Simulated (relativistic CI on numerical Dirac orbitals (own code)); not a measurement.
Method of calculation: Dirac-Coulomb-Breit CI, separate exchange-only KLI orbitals for each configuration, QED by a radiative potential, unscaled Slater integrals (own radial code, finite nucleus).

The strongest absorption lines from the ground level of an ion, among the configurations computed and to levels below about 446 eV (vacuum wavelength in Å, gf): 27.944 (0.27), 34.555 (0.53), 35.095 (0.11), 35.116 (0.15), 36.442 (1.3), 210.87 (0.14), 224.06 (0.13), 284.63 (0.13).

**Question.** Which ion is it?
A. S13+
B. S11+
C. Si9+
D. Ca15+

**Answer.** B. S11+ has 5 electrons and the ground level 2s2 2p 2P°_1/2; the strongest line goes to 2s2 3d 2D_3/2. The pattern of lines fixes the number of electrons, and along that sequence the line energies rise steadily with the charge (about as its square where n changes within one kind of shell, about linearly where n is kept but much faster in heavy ions where fine structure, which grows about as Z⁴, sets the gap, and irregularly where shells cross), which fixes Z. Configurations outside the model, such as inner-shell arrays, can give stronger lines. At this charge energies of transitions that change n are usually good to better than 1 %, and those within a shell (Δn = 0) to a few per cent.
